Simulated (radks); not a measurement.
The numbers below are computed, except where a source is named.
Isoelectronic series with 7 electrons, each ion in its NIST ground configuration. Code: a radial shooting solver on a logarithmic mesh with Libxc functionals. Model: scalar-relativistic Kohn-Sham, PBEsol, spin-polarised, spherical densities, finite nucleus; open shells are filled with parallel spins first; Fermi nuclear charge, rms radius of each element as measured or else 0.836 A^(1/3) + 0.57 fm. Total energies (hartree) and orbital eigenvalues (hartree) (* marks an orbital that is empty in some or all of the ions):

ion    configuration  E (hartree)   2p down*      2p up    2s down
N       [He] 2s2 2p3    -54.35875   -0.14691   -0.30338   -0.55698
O+      [He] 2s2 2p3    -74.30795   -0.74936   -0.96609   -1.30393
F2+     [He] 2s2 2p3    -97.53379   -1.61619   -1.89105   -2.31610
Ne3+    [He] 2s2 2p3   -124.03391   -2.73998   -3.07226   -3.58625
Mg5+    [He] 2s2 2p3   -186.86411   -5.74914   -6.19549   -6.89177
Al6+    [He] 2s2 2p3   -223.20159   -7.63266   -8.13587   -8.92570
Si7+    [He] 2s2 2p3   -262.82720   -9.76831  -10.32832  -11.21363
P8+     [He] 2s2 2p3   -305.74678  -12.15597  -12.77277  -13.75579
S9+     [He] 2s2 2p3   -351.96685  -14.79566  -15.46926  -16.55255
Cl10+   [He] 2s2 2p3   -401.49450  -17.68750  -18.41789  -19.60443
Ar11+   [He] 2s2 2p3   -454.33744  -20.83165  -21.61884  -22.91204
K12+    [He] 2s2 2p3   -510.50398  -24.22834  -25.07235  -26.47607
Ca13+   [He] 2s2 2p3   -570.00292  -27.87782  -28.77869  -30.29728
Sc14+   [He] 2s2 2p3   -632.84367  -31.78042  -32.73816  -34.37651
